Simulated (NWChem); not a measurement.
Everything below was run with NWChem. System: H$_{5}$GeSi, charge 0, spin multiplicity 2, displaced from the optimised geometry. The structure started from a generated list of species. Its SCF solution wasn't tested for a lower state. Level: UPBE0/def2-TZVP.

The NWChem input:

```
start mol
memory heap 200 mb stack 900 mb global 1100 mb
geometry units angstroms nocenter noautoz
  Si    -0.158002    -1.677012     0.000000
  Ge     0.035290     0.756206     0.000000
  H      0.440057    -2.325512     1.244891
  H      0.440057    -2.325512    -1.244891
  H     -0.668908     1.347638    -1.278029
  H     -0.668908     1.347638     1.278029
  H      1.540432     1.235322     0.000000
  symmetry group Cs
end
basis spherical
  * library def2-tzvp
end
dft
  xc pbe0
  odft
  mult 2
  semidirect memsize 60000000 filesize 0
  iterations 100
  convergence damp 70 ncydp 30
end
task dft gradient
```

Output (cleaned and shortened):

```
             Northwest Computational Chemistry Package (NWChem) 7.3.0
             --------------------------------------------------------

                                NWChem Input Module
                                -------------------

 Scaling coordinates for geometry "geometry" by  1.889725989
 (inverse scale =  0.529177249)

 Turning off AUTOSYM since
 SYMMETRY directive was detected!

                             Geometry "geometry" -> ""
                             -------------------------

 Output coordinates in angstroms (scale by  1.889725989 to convert to a.u.)

  No.       Tag          Charge          X              Y              Z
 ---- ---------------- ---------- -------------- -------------- --------------
    1 Si                  14.0000    -0.15800200    -1.67701200     0.00000000
    2 Ge                  32.0000     0.03529000     0.75620600     0.00000000
    3 H                    1.0000     0.44005700    -2.32551200     1.24489100
    4 H                    1.0000     0.44005700    -2.32551200    -1.24489100
    5 H                    1.0000    -0.66890800     1.34763800    -1.27802900
    6 H                    1.0000    -0.66890800     1.34763800     1.27802900
    7 H                    1.0000     1.54043200     1.23532200     0.00000000

 Effective nuclear repulsion energy (a.u.)     157.4475562028

            Nuclear Dipole moment (a.u.)
            ----------------------------
        X                 Y               Z
 ---------------- ---------------- ----------------
    -0.0000340151    -0.0000037795     0.0000000000

      Symmetry information
      --------------------

 Group name             Cs
 Group number              2
 Group order               2
 No. of unique centers     5

      Symmetry unique atoms

     1    2    3    5    7


 Summary of "ao basis" -> "" (spherical)
 ------------------------------------------------------------------------------
       Tag                 Description            Shells   Functions and Types
 ---------------- ------------------------------  ------  ---------------------
 *                         def2-tzvp                  on all atoms

                                 NWChem DFT Module
                                 -----------------

 Summary of "ao basis" -> "ao basis" (spherical)
 ------------------------------------------------------------------------------
       Tag                 Description            Shells   Functions and Types
 ---------------- ------------------------------  ------  ---------------------
 Si                        def2-tzvp                13       37   5s5p2d1f
 Ge                        def2-tzvp                16       48   6s5p4d1f
 H                         def2-tzvp                 4        6   3s1p

 Summary of "ao basis" -> "ao basis" (spherical)
 ------------------------------------------------------------------------------
       Tag                 Description            Shells   Functions and Types
 ---------------- ------------------------------  ------  ---------------------
 Si                        def2-tzvp                13       37   5s5p2d1f
 Ge                        def2-tzvp                16       48   6s5p4d1f
 H                         def2-tzvp                 4        6   3s1p

      Symmetry analysis of basis
      --------------------------

        a'         74
        a"         41

            General Information
            -------------------
          SCF calculation type: DFT
          Wavefunction type:  spin polarized.
          No. of atoms     :     7
          No. of electrons :    51
           Alpha electrons :    26
            Beta electrons :    25
          Charge           :     0
          Spin multiplicity:     2
          Use of symmetry is: on ; symmetry adaption is: on
          Maximum number of iterations: 100
          AO basis - number of functions:   115
                     number of shells:    49
          Convergence on energy requested:  1.00D-06
          Convergence on density requested:  1.00D-05
          Convergence on gradient requested:  5.00D-04

              XC Information
              --------------
                         PBE0 Method XC Functional
                     Hartree-Fock (Exact) Exchange  0.250
          PerdewBurkeErnzerhof Exchange Functional  0.750
            Perdew 1991 LDA Correlation Functional  1.000 local
           PerdewBurkeErnz. Correlation Functional  1.000 non-local

             Grid Information
             ----------------
          Grid used for XC integration:  medium
          Radial quadrature: Mura-Knowles
          Angular quadrature: Lebedev.
          Tag              B.-S. Rad. Rad. Pts. Rad. Cut. Ang. Pts.
          ---              ---------- --------- --------- ---------
          Si                  1.10       88          10.0       590
          Ge                  1.25      112          10.0       590
          H                   0.35       45          12.0       434
          Grid pruning is: on
          Number of quadrature shells:   335
          Spatial weights used:  Erf1

          Convergence Information
          -----------------------
          Convergence aids based upon iterative change in
          total energy or number of iterations.
          Levelshifting, if invoked, occurs when the
          HOMO/LUMO gap drops below (HL_TOL):  1.00D-02
          DIIS, if invoked, will attempt to extrapolate
          using up to (NFOCK): 10 stored Fock matrices.

                    Damping(70%)  Levelshifting(0.5)       DIIS
                  --------------- ------------------- ---------------
[...]
    93     -0.110011  4 H  s                  4      0.109008  1 Si s

 Vector   26  Occ=0.000000D+00  E=-1.011466D-01  Symmetry=a'
              MO Center= -3.3D-01, -1.5D+00, -8.7D-15, r^2= 3.4D+00
   Bfn.  Coefficient  Atom+Function         Bfn.  Coefficient  Atom+Function
  ----- ------------  ---------------      ----- ------------  ---------------
    18      0.415101  1 Si px                15      0.349161  1 Si px
     5     -0.344969  1 Si s                  4     -0.217124  1 Si s
   112     -0.186137  7 H  s                 12      0.136751  1 Si px
     6     -0.135650  1 Si px                 3      0.131760  1 Si s
    43      0.125817  2 Ge s                 54     -0.110447  2 Ge py

 Vector   27  Occ=0.000000D+00  E= 8.269804D-03  Symmetry=a'
              MO Center= -4.4D-02, -4.0D-01, -2.9D-15, r^2= 7.1D+00
   Bfn.  Coefficient  Atom+Function         Bfn.  Coefficient  Atom+Function
  ----- ------------  ---------------      ----- ------------  ---------------
    43      1.814629  2 Ge s                  5     -1.201167  1 Si s
    19     -0.940023  1 Si py                57     -0.720091  2 Ge py
   100     -0.501156  5 H  s                106     -0.501156  6 H  s
    16     -0.273068  1 Si py               112     -0.270827  7 H  s
    42      0.267782  2 Ge s                 56     -0.220005  2 Ge px

 Vector   28  Occ=0.000000D+00  E= 1.570070D-02  Symmetry=a"
              MO Center= -8.7D-02, -3.1D-01, -7.6D-14, r^2= 4.8D+00
   Bfn.  Coefficient  Atom+Function         Bfn.  Coefficient  Atom+Function
  ----- ------------  ---------------      ----- ------------  ---------------
    58      0.768748  2 Ge pz               100      0.638825  5 H  s
   106     -0.638825  6 H  s                 20      0.624786  1 Si pz
    88     -0.549185  3 H  s                 94      0.549185  4 H  s
    17      0.201688  1 Si pz                55      0.171776  2 Ge pz
    99      0.130504  5 H  s                105     -0.130504  6 H  s

   alpha - beta orbital overlaps
   -----------------------------

   alpha      1      2      3      4      5      6      7      8      9     10
    beta      1      2      3      4      6      5      7      8      9     10
 overlap   1.000  1.000  1.000  0.998  0.998  1.000  1.000  1.000  0.990  1.000

   alpha     11     12     13     14     15     16     17     18     19     20
    beta     11     14     12     13     15     16     17     18     19     20
 overlap   0.990  0.968  0.968  1.000  0.984  0.999  0.980  0.999  0.993  0.989

   alpha     21     22     23     24     25     26     27     28     29     30
    beta     21     22     23     24     25     26     27     28     29     30
 overlap   0.986  0.993  0.996  0.994  0.995  0.981  0.989  0.991  0.899  0.899

   alpha     31     32     33     34     35     36     37     38     39     40
    beta     31     32     33     35     34     36     39     38     37     40
 overlap   0.981  0.984  0.857  0.810  0.996  0.730  0.707  0.783  0.722  0.736

   alpha     41     42     43     44     45     46     47     48     49     50
    beta     41     42     43     44     45     46     47     48     49     50
 overlap   0.780  0.891  0.938  0.891  0.927  0.975  0.990  0.999  0.975  0.996

   alpha     51     52     53     54     55     56     57     58     59     60
    beta     51     52     53     54     55     56     57     58     59     60
 overlap   0.998  0.995  0.997  0.997  0.999  0.996  0.997  0.996  0.948  0.904

   alpha     61     62     63     64     65     66     67     68     69     70
    beta     61     62     63     64     65     66     67     69     68     70
 overlap   0.966  0.889  0.929  0.946  0.957  0.963  0.984  0.960  0.965  0.960

   alpha     71     72     73     74     75     76     77     78     79     80
    beta     71     72     73     74     75     76     77     79     78     80
 overlap   0.976  0.973  0.901  0.995  0.905  0.960  0.997  0.999  1.000  1.000

   alpha     81     82     83     84     85     86     87     88     89     90
    beta     81     82     83     84     85     86     88     87     89     90
 overlap   0.999  0.999  0.997  1.000  0.989  0.989  0.996  0.999  0.993  0.996

   alpha     91     92     93     94     95     96     97     98     99    100
    beta     91     92     93     94     95     96     97     98     99    100
 overlap   0.993  0.999  1.000  1.000  0.994  0.994  1.000  1.000  0.999  1.000

   alpha    101    102    103    104    105    106    107    108    109    110
    beta    101    102    103    104    105    106    107    108    109    110
 overlap   1.000  1.000  1.000  1.000  1.000  1.000  1.000  1.000  1.000  1.000

   alpha    111    112    113    114    115
    beta    111    112    113    114    115
 overlap   1.000  1.000  1.000  1.000  1.000

     --------------------------
     Expectation value of S2:
     --------------------------
      <S2> =      0.7542 (Exact =     0.7500)

 center of mass
 --------------
 x =  -0.01273221 y =   0.14590211 z =   0.00000000

 moments of inertia (a.u.)
 ------------------
         510.060018098338         -26.709839214283           0.000000000000
         -26.709839214283          38.872419584604           0.000000000000
           0.000000000000           0.000000000000         503.108260804067

     Multipole analysis of the density
     ---------------------------------

     L   x y z        total         alpha         beta         nuclear
     -   - - -        -----         -----         ----         -------
     0   0 0 0     -0.000000    -26.000000    -25.000000     51.000000

     1   1 0 0     -0.015268      0.422381     -0.437615     -0.000034
     1   0 1 0     -0.008339      1.554287     -1.562622     -0.000004
     1   0 0 1      0.000000      0.000000      0.000000      0.000000

     2   2 0 0    -26.339568    -23.088999    -17.693609     14.443041
     2   1 1 0      0.055743     -6.832779     -2.456553      9.345075
     2   1 0 1     -0.000000     -0.000000     -0.000000      0.000000
     2   0 2 0    -26.410930   -151.112384   -138.295216    262.996669
     2   0 1 1      0.000000     -0.000000      0.000000      0.000000
     2   0 0 2    -25.981318    -25.156980    -23.558532     22.734193

            General Information
            -------------------
          SCF calculation type: DFT
          Wavefunction type:  spin polarized.
          No. of atoms     :     7
          No. of electrons :    51
           Alpha electrons :    26
            Beta electrons :    25
          Charge           :     0
          Spin multiplicity:     2
          Use of symmetry is: on ; symmetry adaption is: on
          Maximum number of iterations: 100
          AO basis - number of functions:   115
                     number of shells:    49
          Convergence on energy requested:  1.00D-06
          Convergence on density requested:  1.00D-05
          Convergence on gradient requested:  5.00D-04

              XC Information
              --------------
                         PBE0 Method XC Functional
                     Hartree-Fock (Exact) Exchange  0.250
          PerdewBurkeErnzerhof Exchange Functional  0.750
            Perdew 1991 LDA Correlation Functional  1.000 local
           PerdewBurkeErnz. Correlation Functional  1.000 non-local

             Grid Information
             ----------------
          Grid used for XC integration:  medium
          Radial quadrature: Mura-Knowles
          Angular quadrature: Lebedev.
          Tag              B.-S. Rad. Rad. Pts. Rad. Cut. Ang. Pts.
          ---              ---------- --------- --------- ---------
          Si                  1.10       88          10.0       590
          Ge                  1.25      112          10.0       590
          H                   0.35       45          12.0       434
          Grid pruning is: on
          Number of quadrature shells:   335
          Spatial weights used:  Erf1

          Convergence Information
          -----------------------
          Convergence aids based upon iterative change in
          total energy or number of iterations.
          Levelshifting, if invoked, occurs when the
          HOMO/LUMO gap drops below (HL_TOL):  1.00D-02
          DIIS, if invoked, will attempt to extrapolate
          using up to (NFOCK): 10 stored Fock matrices.

                    Damping(70%)  Levelshifting(0.5)       DIIS
                  --------------- ------------------- ---------------
          dE  on:    start            ASAP                start
          dE off:   30 iters        100 iters           100 iters

      Screening Tolerance Information
      -------------------------------
          Density screening/tol_rho:  1.00D-10
          AO Gaussian exp screening on grid/accAOfunc:  14
          CD Gaussian exp screening on grid/accCDfunc:  20
          XC Gaussian exp screening on grid/accXCfunc:  20
          Schwarz screening/accCoul:  1.00D-08

                            NWChem DFT Gradient Module
                            --------------------------

  charge          =   0.00
  wavefunction    = open shell

  Using symmetry

                         DFT ENERGY GRADIENTS

    atom               coordinates                        gradient
                 x          y          z           x          y          z
   1 Si     -0.298580  -3.169093   0.000000   -0.009032  -0.002026   0.000000
   2 Ge      0.066688   1.429022   0.000000   -0.000296  -0.000907   0.000000
   3 H       0.831587  -4.394580   2.352503    0.004202  -0.005075   0.009406
   4 H       0.831587  -4.394580  -2.352503    0.004202  -0.005075  -0.009406
   5 H      -1.264053   2.546667  -2.415125   -0.005052   0.004661  -0.009302
   6 H      -1.264053   2.546667   2.415125   -0.005052   0.004661   0.009302
   7 H       2.910994   2.334420   0.000000    0.011028   0.003762   0.000000

                 ----------------------------------------
                 |  Time  |  1-e(secs)   |  2-e(secs)   |
                 ----------------------------------------
                 |  CPU   |       0.01   |      15.93   |
                 ----------------------------------------
                 |  WALL  |       0.01   |      15.93   |
                 ----------------------------------------

 Task  times  cpu:       55.3s     wall:       55.3s

 Total times  cpu:       55.4s     wall:       55.4s
```
